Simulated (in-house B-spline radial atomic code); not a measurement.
A fraction x of an electron is removed from 4d in the cadmium ion Cd⁴⁺, starting from [Kr] 4d8 and keeping the highest spin. Method: scalar-relativistic (X2C) wB97X, spin-polarised, spherical fractional occupations, Fermi nucleus of rms radius 4.6087 fm. Calculated with an all-electron radial atomic-structure program (B-spline basis).

Caution: exact exchange at fractional occupations of open shells leaves self-interaction of up to several eV.

```csv
x,E(x) - E(0) (eV),4d down level (eV)
0,0.0000,-62.459
0.04,2.5102,-63.050
0.13,8.2447,-64.385
0.3,19.4058,-66.926
0.46,30.3070,-69.342
0.5,33.0928,-69.949
0.56,37.3172,-70.863
0.64,43.0351,-72.086
0.87,60.0219,-75.632
0.97,67.6628,-77.187
1,69.9854,-77.656
```

The exact functional would give a straight line between the two integer points. Deviations E(x) - E(0) - x[E(1) - E(0)], in eV: -0.289 at x = 0.04, -0.853 at x = 0.13, -1.59 at x = 0.3, -1.886 at x = 0.46, -1.9 at x = 0.5, -1.875 at x = 0.56, -1.756 at x = 0.64, -0.865 at x = 0.87, -0.223 at x = 0.97.

The curve lies below the straight line by up to 1.9 eV (at x = 0.5): convex, the delocalisation error, to which spherically averaged exact exchange adds.

How well does Slater's transition state (minus the level at half occupation) give the ionisation energy?

It gives 69.949 eV against 69.985 eV from the two total energies; NIST lists 67.90 eV, ground level to ground level. The end point has an open shell averaged over its orbitals, so its exact exchange keeps a self-interaction and this is no true integer point.
